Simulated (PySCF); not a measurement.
C4H5F3SSi2, SMILES F[Si](F)(c1ccc(s1)[SiH3])F, GFN2-xTB optimised geometry.

```
15

F      1.00    -0.77     0.00
Si    -0.59    -0.77     0.00
F     -1.00     0.77     0.00
F     -1.00    -1.27    -1.45
C     -1.28    -1.76     1.39
C     -0.60    -2.45     2.36
C     -1.44    -3.10     3.28
C     -2.77    -2.91     3.03
Si    -4.25    -3.58     3.98
S     -2.99    -1.92     1.64
H      0.48    -2.49     2.40
H     -1.08    -3.69     4.10
H     -5.08    -4.36     3.06
H     -3.72    -4.41     5.06
H     -5.01    -2.45     4.51
```

Density from CAM-B3LYP/def2-TZVP (PySCF) at that geometry.

Minimum of the electron density along straight lines between bonded atoms, close to the bond critical point (lines longer than 1.1 times the sum of covalent radii, or with two minima, are not listed):

```json
[
 {"bond": "F1–Si2", "length / Å": "1.587", "ρ at the minimum / e bohr⁻³": "0.145", "∇²ρ there / e bohr⁻⁵": "1.02", "position (fraction from the first atom)": "0.58"},
 {"bond": "Si2–F3", "length / Å": "1.588", "ρ at the minimum / e bohr⁻³": "0.145", "∇²ρ there / e bohr⁻⁵": "1.01", "position (fraction from the first atom)": "0.42"},
 {"bond": "Si2–F4", "length / Å": "1.587", "ρ at the minimum / e bohr⁻³": "0.145", "∇²ρ there / e bohr⁻⁵": "1.01", "position (fraction from the first atom)": "0.42"},
 {"bond": "Si2–C5", "length / Å": "1.846", "ρ at the minimum / e bohr⁻³": "0.132", "∇²ρ there / e bohr⁻⁵": "0.17", "position (fraction from the first atom)": "0.39"},
 {"bond": "C5–C6", "length / Å": "1.372", "ρ at the minimum / e bohr⁻³": "0.326", "∇²ρ there / e bohr⁻⁵": "-0.95", "position (fraction from the first atom)": "0.51"},
 {"bond": "C6–C7", "length / Å": "1.403", "ρ at the minimum / e bohr⁻³": "0.313", "∇²ρ there / e bohr⁻⁵": "-0.92", "position (fraction from the first atom)": "0.50"},
 {"bond": "C7–C8", "length / Å": "1.368", "ρ at the minimum / e bohr⁻³": "0.330", "∇²ρ there / e bohr⁻⁵": "-0.97", "position (fraction from the first atom)": "0.49"},
 {"bond": "C8–Si9", "length / Å": "1.879", "ρ at the minimum / e bohr⁻³": "?", "∇²ρ there / e bohr⁻⁵": "0.21", "position (fraction from the first atom)": "0.61"},
 {"bond": "C5–S10", "length / Å": "1.738", "ρ at the minimum / e bohr⁻³": "0.210", "∇²ρ there / e bohr⁻⁵": "-0.41", "position (fraction from the first atom)": "0.48"},
 {"bond": "C8–S10", "length / Å": "1.726", "ρ at the minimum / e bohr⁻³": "0.215", "∇²ρ there / e bohr⁻⁵": "-0.43", "position (fraction from the first atom)": "0.47"},
 {"bond": "C6–H11", "length / Å": "1.076", "ρ at the minimum / e bohr⁻³": "0.292", "∇²ρ there / e bohr⁻⁵": "-1.07", "position (fraction from the first atom)": "0.65"},
 {"bond": "C7–H12", "length / Å": "1.076", "ρ at the minimum / e bohr⁻³": "0.291", "∇²ρ there / e bohr⁻⁵": "-1.06", "position (fraction from the first atom)": "0.65"},
 {"bond": "Si9–H13", "length / Å": "1.463", "ρ at the minimum / e bohr⁻³": "0.126", "∇²ρ there / e bohr⁻⁵": "0.17", "position (fraction from the first atom)": "0.49"},
 {"bond": "Si9–H14", "length / Å": "1.462", "ρ at the minimum / e bohr⁻³": "0.126", "∇²ρ there / e bohr⁻⁵": "0.17", "position (fraction from the first atom)": "0.49"},
 {"bond": "Si9–H15", "length / Å": "1.463", "ρ at the minimum / e bohr⁻³": "0.126", "∇²ρ there / e bohr⁻⁵": "0.17", "position (fraction from the first atom)": "0.49"}
]
```

Some entries are withheld; supply them.


- C8–Si9, ρ at the minimum / e bohr⁻³: 0.117
